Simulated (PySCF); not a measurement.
# Continuum solvent and chemical shifts

Geometry:
```
atom   x (Å)   y (Å)   z (Å)
  N1   3.172  -0.650  -0.070
  C2   2.043  -0.354  -0.035
  C3   0.682  -0.004   0.007
  C4  -0.468  -0.863   0.057
  C5  -1.558  -0.008   0.085
  N6  -1.191   1.314   0.057
  C7   0.119   1.292   0.012
  F8   0.833   2.431  -0.026
  H9  -0.460  -1.953   0.069
 H10  -2.615  -0.286   0.126
```

Total charge -1.

GIAO PBE0/pcSseg-1 in PySCF on one PBE0-D3(BJ)/def2-SVP conformer, non-relativistic, equivalent nuclei averaged. Solvents enter as an IEF-PCM continuum (tetrahydrofuran with ε = 7.4, acetone with ε = 20.5) around the gas-phase geometry. Shifts are referred to TMS, CFCl3 computed in the same medium.

Gas phase, δ in ppm: C7 166.6, C2 127.8, C5 119.7, C4 110.1, C3 66.9, F8 -127.8, H10 5.73, H9 5.72. Dipole moment 1.88 D.

Q: How does each δ change in the continuum?

A: 
| atoms | environment | Δδ, tetrahydrofuran | Δδ, acetone |
| --- | --- | --- | --- |
| C7 | aromatic carbon bearing fluorine | +1.0 | +1.2 |
| C2 | nitrile carbon | +2.2 | +2.6 |
| C5 | aromatic CH next to a ring nitrogen | +2.8 | +3.2 |
| C4 | aromatic CH | +3.2 | +3.8 |
| C3 | substituted aromatic carbon | +0.1 | +0.2 |
| F8 | aryl fluorine | +4.8 | +5.4 |
| H10 | hydrogen on an aromatic CH next to a ring nitrogen | +0.36 | +0.42 |
| H9 | hydrogen on an aromatic CH | +0.47 | +0.56 |

Changes are relative to the gas phase. The dipole moment becomes 2.41 D in tetrahydrofuran, 2.49 D in acetone.

Q: Which nuclei move most (in ppm), and what does the model miss?

A: F8 (aryl fluorine, +5.4 ppm) in acetone. A continuum only polarises the solute; specific hydrogen bonds, the anisotropy of aromatic solvents and changes of geometry or conformer are outside it, as are counter-ions.
